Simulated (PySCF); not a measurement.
SMILES C[Si](C)O[Si](C)(C)C, doublet, GFN2-xTB optimised geometry.

```
23

C     -0.96     1.12     0.00
Si    -0.26    -0.66     0.00
C      1.65    -0.66     0.00
O     -0.78    -1.41     1.35
Si    -0.82    -1.73     2.95
C     -2.58    -2.33     3.34
C      0.48    -3.07     3.32
C     -0.42    -0.13     3.92
H     -2.05     1.11     0.05
H     -0.67     1.66    -0.89
H     -0.60     1.67     0.87
H      2.05    -0.17    -0.88
H      2.05    -1.67     0.04
H      2.02    -0.12     0.87
H     -2.83    -3.21     2.75
H     -3.32    -1.57     3.11
H     -2.68    -2.59     4.38
H      1.49    -2.72     3.09
H      0.46    -3.37     4.36
H      0.31    -3.95     2.71
H     -0.46    -0.30     4.99
H      0.58     0.23     3.69
H     -1.12     0.66     3.68
```

Density from unrestricted CAM-B3LYP/def2-SVP in PySCF 2.14.0 at that geometry.

Minimum of the electron density along straight lines between bonded atoms, close to the bond critical point (lines longer than 1.1 times the sum of covalent radii, or with two minima, are not listed):

```
bond    length / Å  ρ at the minimum / e bohr⁻³  ∇²ρ there / e bohr⁻⁵  position (fraction from the first atom)
------  ----------  ---------------------------  --------------------  ---------------------------------------
C1–Si2       1.908                        0.110                  0.29                                     0.62
Si2–C3       1.908                        0.110                  0.30                                     0.38
Si2–O4       1.634                        0.122                  1.04                                     0.41
O4–Si5       1.632                        0.123                  1.05                                     0.59
Si5–C6       1.901                        0.113                  0.33                                     0.38
Si5–C7       1.903                        0.112                  0.32                                     0.38
Si5–C8       1.906                        0.112                  0.32                                     0.38
C1–H9        1.085                        0.273                 -0.99                                     0.63
C1–H10       1.085                        0.273                 -0.99                                     0.63
C1–H11       1.089                        0.269                 -0.96                                     0.63
C3–H12       1.085                        0.273                 -0.99                                     0.63
C3–H13       1.085                        0.273                 -0.99                                     0.63
C3–H14       1.089                        0.269                 -0.96                                     0.62
C6–H15       1.085                        0.272                 -0.98                                     0.63
C6–H16       1.086                        0.272                 -0.98                                     0.63
C6–H17       1.085                        0.272                 -0.98                                     0.62
C7–H18       1.086                        0.271                 -0.97                                     0.63
C7–H19       1.085                        0.272                 -0.98                                     0.62
C7–H20       1.086                        0.272                 -0.98                                     0.63
C8–H21       1.085                        0.272                 -0.98                                     0.63
C8–H22       1.086                        0.271                 -0.97                                     0.62
C8–H23       1.086                        0.271                 -0.98                                     0.63
```
